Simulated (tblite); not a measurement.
Species: C₄H₇F₂GeN.
Numbering: `[CH3:1]/[N:2]=[CH:3]/[CH:4]=[C:5](\[F:6])[GeH2:7][F:8]` (hydrogens: H9, H10, H11 on C1; H12 on C3; H13 on C4; H14, H15 on Ge7)

Computed with GFN2-xTB (tblite), gas phase: L-BFGS steps from a force-field or distance-geometry start until the largest atomic force falls under 0.01 eV/Å.

Step 63: E = -719.2593 eV
```
atom  x, y, z in Å  |  force x, y, z in eV/Å
C1      3.3008   -0.1777    0.0070    0.020   0.025  -0.065
N2      2.0130   -0.0840   -0.5994    0.028  -0.120  -0.068
C3      0.9819   -0.0639    0.1278    0.038  -0.022  -0.006
C4     -0.3475   -0.0005   -0.4370   -0.004  -0.041   0.060
C5     -1.4475   -0.1538    0.3007   -0.035  -0.004   0.018
F6     -1.3383   -0.4312    1.6235   -0.051   0.047   0.032
Ge7    -3.3157    0.1224   -0.2238    0.011   0.013  -0.017
F8     -3.3859    1.8575   -0.4144   -0.050   0.030  -0.048
H9      3.3217    0.1683    1.0481    0.008  -0.022   0.000
H10     3.9984    0.3938   -0.6018    0.044   0.095   0.025
H11     3.6322   -1.2189   -0.0189   -0.057  -0.011  -0.030
H12     1.0362   -0.0946    1.2235   -0.030   0.002   0.060
H13    -0.4591    0.1684   -1.4980    0.076   0.041   0.014
H14    -3.7190   -0.3679   -1.5850    0.013   0.012   0.011
H15    -4.2756   -0.1099    0.9016   -0.011  -0.044   0.013
```

Step 64: E = -719.2611 eV
```
atom  x, y, z in Å  |  force x, y, z in eV/Å
C1      3.2974   -0.1818    0.0079    0.047   0.039  -0.054
N2      2.0124   -0.0867   -0.6030    0.018  -0.132  -0.035
C3      0.9815   -0.0589    0.1244    0.022  -0.042  -0.014
C4     -0.3485   -0.0025   -0.4405   -0.020  -0.036   0.076
C5     -1.4454   -0.1488    0.3046   -0.016   0.002   0.011
F6     -1.3287   -0.4094    1.6311   -0.060   0.054  -0.007
Ge7    -3.3140    0.1238   -0.2205    0.028  -0.039  -0.008
F8     -3.3844    1.8555   -0.4122   -0.060   0.070  -0.044
H9      3.3082    0.1436    1.0579    0.023  -0.043  -0.054
H10     3.9920    0.4102   -0.5864    0.036   0.072   0.053
H11     3.6381   -1.2204   -0.0404   -0.066   0.034  -0.023
H12     1.0360   -0.0834    1.2214   -0.027   0.008   0.020
H13    -0.4626    0.1522   -1.5049    0.076   0.038   0.065
H14    -3.7067   -0.3670   -1.5836    0.006   0.008  -0.002
H15    -4.2799   -0.1183    0.8980   -0.008  -0.032   0.015
```

Task: Estimate the geometry and energy of step 65. (The exact step hangs on the optimiser's Hessian estimate; all steps are aligned on step 64, rigid shifts and turns removed.)

Result: E = -719.2636 eV, largest force 0.142 eV/Å
```
atom  x, y, z in Å  |  force x, y, z in eV/Å
C1      3.2951   -0.1852    0.0075    0.051   0.011  -0.050
N2      2.0120   -0.0930   -0.6064   -0.048  -0.112   0.054
C3      0.9822   -0.0547    0.1235    0.015  -0.076  -0.008
C4     -0.3486   -0.0057   -0.4422    0.011  -0.021   0.052
C5     -1.4441   -0.1454    0.3065   -0.015   0.019   0.020
F6     -1.3228   -0.3881    1.6367   -0.072   0.053  -0.034
Ge7    -3.3132    0.1264   -0.2185    0.034  -0.093   0.006
F8     -3.3856    1.8550   -0.4127   -0.066   0.100  -0.033
H9      3.2975    0.1199    1.0638    0.029  -0.046  -0.054
H10     3.9848    0.4267   -0.5710    0.056   0.069   0.039
H11     3.6443   -1.2204   -0.0618   -0.054   0.059  -0.017
H12     1.0352   -0.0717    1.2242   -0.009   0.018  -0.088
H13    -0.4600    0.1368   -1.5102    0.065   0.029   0.123
H14    -3.6997   -0.3637   -1.5826    0.002   0.002  -0.013
H15    -4.2813   -0.1289    0.8968    0.003  -0.013   0.005
```

The energy changes by -0.0025 eV. The first-order estimate −F·Δx gives -0.0034 eV and the mean of the old and new forces, exact on a quadratic surface, -0.0025 eV. The step makes an angle of 78° with the force vector and moves no atom by more than 0.027 Å.

The cost below is that of the whole relaxation. The run took 0.9 s wall on one thread, Arm Neoverse N1 (aarch64), shared host.
